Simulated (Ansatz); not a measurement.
Ideal-gas functions of `[F][Ga]([F])[F]` at 600 K and 1 bar, from an Ansatz frequency run at PBE0-D4/def2-TZVP.

Molar mass 126.72 g/mol, point group D3h (symmetry number 6), electronic degeneracy 1, moments of inertia 84.68, 84.719, 169.399 u Å². Harmonic wavenumbers (cm⁻¹, unscaled): 184, 184, 203, 672, 755, 755.

Use S(trans) = R[1.5 ln M + 2.5 ln T − 1.1517]; rotational temperatures θ = 24.2544 K / I; S(rot) = R[ln(√π/σ · √(T³/θAθBθC)) + 1.5]; for each mode x = 1.438777 ν̃/T, S = R[x/(eˣ − 1) − ln(1 − e⁻ˣ)] and H = RT x/(eˣ − 1); 1 cm⁻¹ = 0.0119627 kJ/mol; R = 8.31446 J/(mol·K).

Task: By hand: the entropy, in J/(mol·K).

Result: Translation 183.8. Rotation: θ = 0.2864, 0.2863, 0.1432 K, giving 100.6. Vibration, mode by mode: 15.18, 15.18, 14.38, 5.19, 4.43, 4.43, in all 58.8. Electronic 0.0. Sum 343.2 J/(mol·K).

Task: By hand: H − E and G − E in kJ/mol, counted from the electronic energy.

Result: Zero-point energy ½ × 2753 × 0.0119627 = 16.5; thermal vibration 17.3; translation, rotation and pV give 4 RT = 20.0. H − E = 53.8 kJ/mol, and G − E = 53.8 − 600 × 343.2/1000 = -152.1 kJ/mol.

Vibration gives 17 % of the entropy.
